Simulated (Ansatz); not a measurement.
`N[Si]Br` + H₂ → `[SiH]Br` + NH₃  (hydrogenolysis of the Si–N bond)

Calculated with Ansatz (gas phase, PBE0-D4/def2-TZVP geometries, no zero-point term in ΔE). CBS: MP2 limit from def2 TZ/QZ plus the TZ coupled-cluster correction, frozen cores. This one scheme is used for every species. Functionals use def2-TZVPP. For Br outer-core shells are correlated without core-valence functions, which leaves a few kJ/mol of doubt a bond. Scalar relativity is left out up to krypton. Each species was taken in one conformer, which may not be the lowest.

| level | ΔE (kcal/mol) |
| --- | --- |
| r2SCAN-D4 | 28.6 |
| r2SCAN0-D4 | 27.6 |
| r2SCAN0 | 27.3 |
| MP2/def2-SVP | 27.2 |
| CCSD/def2-SVP | 23.3 |
| MP2/def2-TZVPP | 28.5 |
| MP2/def2-QZVPP | 29.0 |
| HF/CBS(def2) | 22.1 |

Task: What does CCSD(T)/CBS give? (An estimate is asked.)

Result: Computed: +26.5 kcal/mol. The listed levels differ from it by 2.1, 1.1, 0.8, 0.7, -3.2, 2.0, 2.5, -4.4 kcal/mol.

Largest T1 diagnostic among the species: 0.011.

From BLYP to BHLYP (50 % exact exchange), in def2-TZVPP and without D4, ΔE moves by −0.7 kcal/mol. At CCSD(T), def2-SVP lies −2.2 kcal/mol from the extrapolated value and def2-TZVPP −0.8 kcal/mol. The D4 term adds +1.8 kcal/mol with B3LYP and +0.9 kcal/mol with PBE0; it sums over pairs of atoms, weighted by their polarisabilities, and B3LYP, whose exchange is more repulsive, gets the larger term.

B3LYP here is the variant with VWN-RPA as its local correlation; programs differ in this.
